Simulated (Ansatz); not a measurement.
## Ansatz (development build ahead of 0.2.0) run

```yaml
crystal:
  periodic: [false, false, false]
  atoms:
    - { symbol: H, position_ang: [1.5525, 0.0, 0.4255] }
    - { symbol: H, position_ang: [0.0, 1.5525, 0.4255] }
    - { symbol: H, position_ang: [-1.5525, 0.0, 0.4255] }
    - { symbol: H, position_ang: [0.0, -1.5525, 0.4255] }
    - { symbol: H, position_ang: [1.5525, 0.0, -0.4255] }
    - { symbol: H, position_ang: [0.0, 1.5525, -0.4255] }
    - { symbol: H, position_ang: [-1.5525, 0.0, -0.4255] }
    - { symbol: H, position_ang: [0.0, -1.5525, -0.4255] }
basis:
  gaussian: { orbitals: "6-31G" }
hamiltonian:
  xc: hf
correlation:
  method: mp2
  frozen_orbitals: { H: 0 }
output:
  forces: true
```

The input is written out in the form of the current development build from the run's settings.

The run gave:

```
Converged          : yes
Reference energy   : -4.44047 hartree
Correlation energy : -0.07790 hartree
Total energy       : -4.51837 hartree
```

Forces (eV/Å):
```json
{"atom": "H1", "Fx": "0.457", "Fy": "0.000", "Fz": "-3.305"}
{"atom": "H2", "Fx": "0.000", "Fy": "0.457", "Fz": "-3.305"}
{"atom": "H3", "Fx": "-0.457", "Fy": "0.000", "Fz": "-3.305"}
{"atom": "H4", "Fx": "0.000", "Fy": "-0.457", "Fz": "-3.305"}
{"atom": "H5", "Fx": "0.457", "Fy": "0.000", "Fz": "3.305"}
{"atom": "H6", "Fx": "0.000", "Fy": "0.457", "Fz": "3.305"}
{"atom": "H7", "Fx": "-0.457", "Fy": "0.000", "Fz": "3.305"}
{"atom": "H8", "Fx": "0.000", "Fy": "-0.457", "Fz": "3.305"}
```

Caution: bonds are stretched, where a single reference can fail; stretched shape with no unrestricted run beside it, a lower state can exist.
